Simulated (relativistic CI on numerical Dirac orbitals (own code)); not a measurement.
Computed by Dirac-Coulomb-Breit CI, separate exchange-only KLI orbitals for each configuration, model QED, unscaled Slater integrals (own radial code, finite nucleus).

The strongest absorption lines from the ground level of an ion, among the configurations computed and to levels below about 86 eV (vacuum wavelength in nm, gf): 17.611 (0.47), 17.701 (0.32), 17.765 (0.16), 28.865 (1.5), 28.934 (3), 29.059 (4.4), 56.403 (0.12), 57.265 (0.18).

Question: Which ion is it?
A. Cl²⁺
B. Sc⁸⁺
C. Mn¹⁰⁺
D. Sc⁶⁺

Answer: D. Sc⁶⁺ has 15 electrons and the ground level 3s2 3p3 4S°_3/2; the strongest line goes to 3s2 3p2 3d 4P_5/2. The pattern of lines fixes the number of electrons, and along that sequence the line energies rise steadily with the charge (about as its square where n changes within one kind of shell, about linearly where n is kept but much faster in heavy ions where fine structure, which grows about as Z⁴, sets the gap, and irregularly where shells cross), which fixes Z. Configurations outside the model, such as inner-shell arrays, can give stronger lines. At this charge configurations can still be misplaced by up to about 7 % of their energy. 7 of the 7 excited levels that our extract of the measured tables holds in this range could be paired (the sources list more); they are missed by 10642 cm⁻¹ on average and 21348 at most, and levels without a partner can miss by more. Some levels of the ground configuration have no partner and can miss by 10 % or more.

LS names give the leading component of a level, which can be under half, so a name can repeat, a term be missing and a line seem to break the LS rules.
